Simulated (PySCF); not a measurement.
## Radial density of Al(3+) (aluminium, charge +3)

PBEsol, [Ne], closed-shell 1S. All numbers are calculated (PySCF 2.14, no relativity, point nucleus, in dyall-av3z).

```csv
r (bohr),4πr²ρ (e/bohr)
0.00224,0.08321
0.00377,0.2263
0.00635,0.5987
0.0107,1.514
0.0180,3.546
0.0302,7.309
0.0508,12.19
0.0854,14.48
0.144,10.94
0.242,8.758
0.407,12.36
0.684,8.957
1.15,1.839
1.93,0.06024
3.25,0.0001427
```
